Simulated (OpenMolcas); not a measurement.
**Yb3+ in Cs2ZrCl6**

Yb3+ with its 6 nearest chloride ions at 2.564 Å, on the Zr site of Cs2ZrCl6 (a = 10.407 Å, distance in the model lattice 2.446 Å). The rest of the host is ab initio model potentials to 7.6 Å and point charges beyond; the distance is set by hand and nothing relaxes, and no local charge compensation is placed. Ligand basis ANO-RCC-VDZP.
```
Yb    0.0000    0.0000    0.0000
Cl    2.5640    0.0000    0.0000
Cl    0.0000    2.5640    0.0000
Cl   -2.5640    0.0000    0.0000
Cl    0.0000   -2.5640    0.0000
Cl    0.0000    0.0000    2.5640
Cl    0.0000    0.0000   -2.5640
```

| Quantity | Value |
| --- | --- |
| Program | OpenMolcas 26.06 |
| Method | SS-CASPT2, IPEA 0.25 Eh, imaginary shift 0.1 Eh (closed shells correlated: 5s 5p and the ligand valence shells) |
| Basis | ANO-RCC-VDZP [7s6p4d2f1g] |
| Scalar Hamiltonian | DKH2, point nucleus |
| Active space | 13 electrons in 7 orbitals (4f) |
| State averaging | 2S+1 = 2 odd, 7 roots |
| Spin-orbit coupling | state interaction with AMFI integrals over the reference wave functions |

The lowest spin-free states (labels of O, the rotations of Oh), above the lowest:

| State | Degeneracy | E (cm-1) | Free-ion L (%) |
| --- | --- | --- | --- |
| 2T1 | 3 | 0 | F (100) |
| 2T2 | 3 | 440 | F (100) |
| 2A2 | 1 | 760 | F (100) |

The lowest levels with spin-orbit coupling:

```tsv
E (cm-1)	Degeneracy	Label	2S+1	J	|mJ| (%)	g
0	2	Γ6	2	3.50	1/2 (58)	2.65 2.65 2.65
270	4	Γ8	2	3.50	3/2 (37)	
620	2	Γ7	2	3.51	5/2 (75)	3.41 3.41 3.41
10590	4	Γ8	2	2.50	1/2 (50)	
11010	2	Γ7	2	2.51	3/2 (83)	1.41 1.41 1.41
```

Powder χT (cm3 K/mol): 0.679 at 2 K, 0.756 at 10 K, 1.14 at 50 K, 1.59 at 100 K, 2.12 at 200 K, 2.32 at 300 K. The effective moment at 300 K is 2.828 √(χT) = 4.31 μB.

Hund's rules give f13 the level 2F7/2 with g = 1.143, so an isolated free-ion multiplet has χT = g² J(J+1) / 8 = 2.571 cm3 K/mol. The computed 2.324 at 300 K differs by -10 %, through the field's splitting, the mixing of terms and any other multiplet in reach.

Stevens parameters of the J = 7/2 multiplet, which is 617 cm-1 wide (cm-1, z along the main axis): B40 = -3.160e-01, B44 = -1.579e+00, B60 = 1.036e-03, B64 = -2.173e-02.

Roots that are degenerate in the reference are averaged as groups; the widest CASPT2 spread within a group is 25 cm-1 (the 3-fold group of multiplicity 2 near 440 cm-1 above the lowest state of its run). Shifts and gaps below about the spread of the groups concerned are not significant. Over all roots computed the reference weight is 0.67; a low but even weight reflects the number of correlated electrons. Splittings of an f shell from a small cluster at a set distance can be off by tens of per cent, mostly too small. No measured value stands beside these numbers; the geometry was set by hand and not optimised.

The CASPT2 steps took 31 s on 1 thread of Arm Neoverse V2, on a shared host; the integral step is not counted.
